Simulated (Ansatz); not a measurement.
Basis-set extrapolation for C9H25NSi2 (`C[SiH](C)N(C(C)(C)C)[Si](C)(C)C`) (PBE0-D4/def2-TZVP geometry, frozen core, the Gaussian-basis code of Ansatz). Multiplicity 1, RHF reference.

|  | def2-TZVPP | def2-QZVPP |
| --- | --- | --- |
| HF | -987.953784 | -987.991364 |
| MP2 correlation | -2.078993 | -2.210518 |
| CCSD(T) correlation | -2.298824 | not run |

Energies in hartree. Use E(X) = E(∞) + A·exp(−7.88·√X) for Hartree–Fock and E(X) = E(∞) + B·X^(−2.97) for correlation, with X = 3 and 4, and add CCSD(T) minus MP2 of the smaller set to the MP2 limit.

**Question.** What is the CCSD(T) energy at the basis-set limit?

**Answer.** HF limit: -987.991364 + (-0.037580) × 0.13774 = -987.99654. MP2 limit: -2.210518 + (-0.131525) × 0.74074 = -2.30794. Higher-order term: -2.298824 − (-2.078993) = -0.21983. Total: -990.52431 hartree, 713.4 kJ/mol below CCSD(T)/def2-TZVPP.
